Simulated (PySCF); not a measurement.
C5H6O2, SMILES C#C[C@@H]1[C@H](O)[C@@H]1O.

Geometry: PBE0-D3(BJ)/def2-SVP. The structure was generated by enumeration; whether it is a known compound was not checked. Other conformers were not sampled.

Two levels are set side by side: PBE/def2-TZVP (PySCF) and B3LYP/def2-TZVP (PySCF). Same geometry, gas phase. Differences are taken from unrounded values.

```csv
quantity,B3LYP,PBE,PBE minus B3LYP
orbital gap (eV),7.05,5.22,-1.84
highest occupied level (eV),-6.77,-5.66,1.11
lowest empty level (eV),0.28,-0.45,-0.72
dipole moment (D),2.02,1.89,-0.12
mean polarisability (bohr³),63.1,65.1,1.9
```

Without exact exchange PBE keeps part of each electron's self-repulsion, which lifts occupied levels and narrows the gap. PBE's more diffuse valence density responds more strongly to a field. Differences between two approximate levels are no errors against the true value.

Rough cost on one machine, each run with all the roots and properties that it gave: B3LYP against PBE within a factor of 2.
